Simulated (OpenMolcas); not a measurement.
**Lines of P: computed and rescaled rates**

| Property | Result |
| --- | --- |
| Program | OpenMolcas |
| Method | SS-RASPT2, IPEA 0.25 Eh, imaginary shift 0.1 Eh (closed shells correlated: 2s 2p 3s) |
| Basis | ANO-R3 [6s5p4d2f1g] |
| Scalar Hamiltonian | X2C, finite nucleus |
| Active space | 3 electrons in 9 orbitals (RAS2 3p; RAS3 3d 4s, at most 1 electron) |
| State averaging | 2S+1 = 4 odd, 1 root; 2S+1 = 2 odd, 8 roots; 2S+1 = 4 even, 3 roots; 2S+1 = 2 even, 8 roots |
| Spin-orbit coupling | RASSI with atomic mean-field integrals over the reference wave functions, term energies averaged over their components |

Rates come from the transition moments of the reference wave functions (E1 and E2 in the length form). At fixed line strength A goes as λ^-3 for E1 and M1 and as λ^-5 for E2, so a rate at the computed wavelength can be rescaled to the measured one. Measured vacuum wavelengths follow from level energies in NIST Handbook of Basic Atomic Spectroscopic Data. Branching counts decays inside the model space alone, at computed energies, and the table is only a selection of the E2 and M1 lines, drawn from those between levels with measured partners whose computed energy lies within a factor of 1.5 of the measured one.

| Upper | Lower | Type | λ computed (nm) | λ measured (nm) | A computed (s-1) | A rescaled (s-1) | Branching % |
| --- | --- | --- | --- | --- | --- | --- | --- |
| 3s2 3p3 2P* 1/2 | 3s2 3p3 2D* 5/2 | E2 | 916.1 | 1361 | 3.77e-01 | 5.21e-02 | 38.6 |
| 3s2 3p3 2P* 1/2 | 3s2 3p3 2D* 3/2 | E2 | 915.7 | 1358 | 5.66e-01 | 7.89e-02 | 58.0 |
| 3s2 3p3 2P* 1/2 | 3s2 3p3 2D* 3/2 | M1 | 915.7 | 1358 | 1.24e-02 |  | 1.3 |
| 3s2 3p3 2P* 3/2 | 3s2 3p3 2D* 5/2 | E2 | 915.5 | 1357 | 6.61e-01 | 9.24e-02 | 64.3 |
| 3s2 3p3 2P* 3/2 | 3s2 3p3 2D* 5/2 | M1 | 915.5 | 1357 | 1.12e-02 |  | 1.1 |
| 3s2 3p3 2P* 3/2 | 3s2 3p3 2D* 3/2 | E2 | 915 | 1354 | 2.84e-01 | 4.00e-02 | 27.6 |
| 3s2 3p3 2P* 3/2 | 3s2 3p3 2D* 3/2 | M1 | 915 | 1354 | 1.99e-02 |  | 1.9 |
| 3s2 3p3 2D* 3/2 | 3s2 3p3 4S* 3/2 | E2 | 838.2 | 880.2 | 4.33e-05 |  | 60.9 |
| 3s2 3p3 2D* 3/2 | 3s2 3p3 4S* 3/2 | M1 | 838.2 | 880.2 | 2.78e-05 |  | 39.1 |
| 3s2 3p3 2D* 5/2 | 3s2 3p3 4S* 3/2 | E2 | 837.8 | 879 | 6.75e-05 |  | 98.8 |
| 3s2 3p3 2P* 1/2 | 3s2 3p3 4S* 3/2 | M1 | 437.6 | 534.1 | 2.12e-02 |  | 2.2 |
| 3s2 3p3 2P* 3/2 | 3s2 3p3 4S* 3/2 | M1 | 437.4 | 533.4 | 5.29e-02 |  | 5.1 |

Spin-changing lines and M1 lines between different terms are not rescaled, since their strength hangs on the term gaps too.

The largest correction is for 3s2 3p3 2P* 1/2 → 3s2 3p3 2D* 5/2 (E2): 3.77e-01 × (916.1 / 1361)^5 = 5.21e-02 s-1, a factor of 0.14.

No measured rate stands beside these. Rescaling mends the energy factor alone: line strengths can still be far off where a level mixes with configurations outside the active space, and weak or spin-changing lines hang on small mixing coefficients that depend on the term gaps too, so rescaling need not improve them.

Term energies are means over components that CASPT2 splits; among the terms shown or strongly mixed into the levels shown the widest spread is 64 cm-1 (3s2 3p3 2D*). With the s shell closed, the reference lacks s² → p² mixing. Some terms miss by over 15 % even with CASPT2, which points to a basis or an active space too small for the shells correlated. Measured partners are found by configuration, term and J. A level has none where our copy of the source lacks it or the pairing is in doubt (some pairs that miss far off the trend of their configuration count as doubtful). Levels of configurations outside the active space are missing.

* marks odd parity.
